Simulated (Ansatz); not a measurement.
`C[O+]1[In@-]([CH3])([F])[O+](C)[In@-]1([CH3])[F]`, charge 0, multiplicity 1.

(1) Give a relaxed structure at PBE0-D4/def2-TZVP (Ansatz 0.2.0). (Best estimate.)

Answers

(1) The calculation gave: 
```xyz
22

C     0.315    1.482   -2.211
O     0.199    0.397   -1.302
In    1.614    0.175    0.287
C     3.006   -1.425    0.179
F     2.026    2.041    0.730
O    -0.215   -0.142    1.352
C    -0.434    0.508    2.596
In   -1.630    0.082   -0.237
C    -2.824   -1.594   -0.764
F    -2.266    1.917    0.036
H     0.206    2.444   -1.704
H     1.291    1.452   -2.705
H    -0.454    1.403   -2.986
H     2.769   -2.161    0.948
H     4.015   -1.048    0.335
H     2.938   -1.896   -0.801
H     0.353    0.231    3.304
H    -0.442    1.595    2.486
H    -1.392    0.189    3.019
H    -2.719   -2.365    0.000
H    -2.487   -1.990   -1.721
H    -3.868   -1.295   -0.840
```
Point group C2v.
This is one stationary point; other conformers may exist.
